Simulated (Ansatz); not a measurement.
Two isomers of FH7OSi3: A = `O[Si](F)([SiH3])[SiH3]`, B = `F[SiH2]O[SiH2][SiH3]`.

Gas-phase electronic energies from Ansatz, PBE0-D4/def2-TZVP geometries. CCSD(T)/CBS adds triple-zeta CCSD(T) − MP2 to the extrapolated MP2 energy (def2 sets, frozen cores). Functionals use def2-TZVPP. B3LYP here is the variant with VWN-RPA as its local correlation; programs differ in this. One conformer a species, not always the lowest.

(1) Which isomer does CCSD(T)/CBS put lower? Give the gap. (Best estimate.)

(2) Give E(B) − E(A) in kcal/mol with HF/def2-TZVPP, B3LYP, B2PLYP, r2SCAN-D4, CCSD(T)/def2-TZVPP, PBE0-D4, ωB97M-V. (Estimate.)

Largest T1 diagnostic: 0.013.

## Answers

(1) Ansatz gave: B, by 27.8 kcal/mol.

(2) Ansatz gave: HF/def2-TZVPP -34.7, B3LYP -27.1, B2PLYP -28.5, r2SCAN-D4 -25.5, CCSD(T)/def2-TZVPP -28.0, PBE0-D4 -23.0, ωB97M-V -27.6. None reverses the order clearly.

In def2-TZVPP, CCSD(T) changes the Hartree–Fock value by +6.7 kcal/mol (the triples alone add +1.0 kcal/mol) and MP2 by +4.8 kcal/mol. From PBE to PBE0 (25 % exact exchange), in def2-TZVPP and without D4, E(B) − E(A) moves by −2.8 kcal/mol.
